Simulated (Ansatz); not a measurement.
Reaction (redistribution): `O[SiH2]OP` + `CC(C)[SiH3]` → `[SiH3]OP` + `CC([SiH3])CO`

Computed with Ansatz on PBE0-D4/def2-TZVP structures; ΔE is electronic, products minus reactants. CCSD(T)/CBS is the MP2 limit (def2-TZVPP, def2-QZVPP) plus CCSD(T) − MP2 in def2-TZVPP, frozen cores. Each species was taken in one conformer, which may not be the lowest.

`O[SiH2]OP`:

Cartesian coordinates in Å:
```
O -0.942 0.709 1.651
Si 0.443 0.060 1.068
O 0.591 0.241 -0.563
P -0.388 -0.437 -1.700
H -1.745 0.190 1.590
H 0.492 -1.391 1.385
H 1.557 0.823 1.659
H 0.615 -0.914 -2.590
H -0.623 0.718 -2.498
```

`CC(C)[SiH3]`:

```xyz
14

C    -0.610    1.121    0.825
C     0.342    0.298   -0.038
C    -0.115    0.260   -1.493
Si    0.551   -1.442    0.653
H    -0.271    1.189    1.862
H    -0.705    2.141    0.439
H    -1.613    0.682    0.833
H     1.337    0.762    0.002
H    -1.096   -0.217   -1.585
H     0.582   -0.292   -2.129
H    -0.206    1.272   -1.900
H     1.517   -2.225   -0.167
H    -0.759   -2.152    0.641
H     1.048   -1.398    2.057
```

`[SiH3]OP`:

Z-matrix (Å, degrees):
```
Si
O 1 1.650
H 1 1.481 2 106.6
H 1 1.486 2 110.4 3 119.2
H 1 1.486 2 110.3 3 -120.1
P 2 1.645 1 128.7 3 159.1
H 6 1.424 2 98.0 1 -145.8
H 6 1.426 2 98.9 1 121.1
```

`CC([SiH3])CO`:

```xyz
15

C     1.186    0.444   -0.885
C     0.157   -0.383   -0.118
Si    0.576   -0.455    1.717
C    -1.254    0.124   -0.336
O    -1.568    0.014   -1.713
H     2.194    0.036   -0.772
H     1.206    1.478   -0.526
H     0.946    0.466   -1.950
H     0.189   -1.419   -0.481
H    -0.391   -1.312    2.458
H     0.540    0.912    2.310
H     1.944   -1.009    1.899
H    -1.963   -0.461    0.266
H    -1.322    1.172   -0.007
H    -2.438    0.393   -1.860
```

| level | ΔE (kJ/mol) |
| --- | --- |
| MP2/def2-QZVPP | 204.2 |
| SCS-MP2/def2-QZVPP | 199.5 |

(1) What does CCSD(T)/CBS give? (Estimate.)

Largest T1 diagnostic among the species: 0.013.

Results:

(1) Ansatz gave: +196.8 kJ/mol. The listed levels differ from it by 7.4, 2.7 kJ/mol.

From PBE to PBE0 (25 % exact exchange), in def2-TZVPP and without D4, ΔE moves by +4.0 kJ/mol.
